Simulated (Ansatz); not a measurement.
Stretching the Si1–H2 bond in H4Si2 (SMILES [SiH][SiH3]) (multiplicity 1 held, fragments rigid). Energies count from the point at 1.524 Å.
Geometry at that point (charge 0, multiplicity 1):
```xyz
6

Si    -0.00339     1.03724     0.82595
H     -0.44387     1.86151    -0.37737
Si     0.02919    -0.89104    -0.59790
H      0.97945    -0.66055    -1.72119
H     -1.32622    -1.10029    -1.17841
H      0.42941    -2.14745     0.08431
```

Signs of static correlation in cc-pV(T+d)Z, with CASSCF(2,2), from Ansatz (an electronic-structure program) runs.

```
R (Å)  T1 of restricted CCSD  ⟨S²⟩ of UHF  largest double amplitude of restricted CCSD  weight of the CASSCF reference in MRCISD  CASSCF natural occupations
-----  ---------------------  -----------  -------------------------------------------  ----------------------------------------  --------------------------
1.219                  0.015        0.537                                        0.089                                     0.882                   1.99 0.01
1.371                  0.015        0.518                                        0.087                                     0.882                   1.99 0.01
1.524                  0.015        0.501                                        0.085                                     0.881                   1.98 0.02
1.676                  0.016        0.485                                        0.084                                     0.881                   1.97 0.03
1.828                  0.017        0.472                                        0.082                                     0.881                   1.95 0.05
2.057                  0.019        0.456                                        0.088                                     0.881                   1.92 0.08
2.285                  0.023        0.759                                        0.133                                     0.881                   1.87 0.13
2.666                  0.036        1.103                                          ___                                     0.881                   1.75 0.25
3.047                  0.056        1.226                                        0.410                                     0.881                   1.58 0.42
3.504                    ___        1.277                                        0.593                                     0.881                   1.36 0.64
4.114                  0.111        1.296                                        0.814                                     0.881                   1.17 0.83
4.876                  0.125        1.300                                        0.972                                     0.881                   1.06 0.94
```

Q: Fill in the missing entries.

A: 
- 2.666, largest double amplitude of restricted CCSD: 0.275
- 3.504, T1 of restricted CCSD: 0.083

Doubts at one or more of the structures used: a restricted determinant that unrestricted orbitals would lower (R-CCSD(T)/cc-pV(T+d)Z); other coupled-cluster roots lie near (R-CCSD(T)/cc-pV(T+d)Z); T1 above 0.05 (R-CCSD(T)/cc-pV(T+d)Z, U-CCSD(T)/cc-pV(T+d)Z); a spin-contaminated determinant (U-CCSD(T)/cc-pV(T+d)Z).
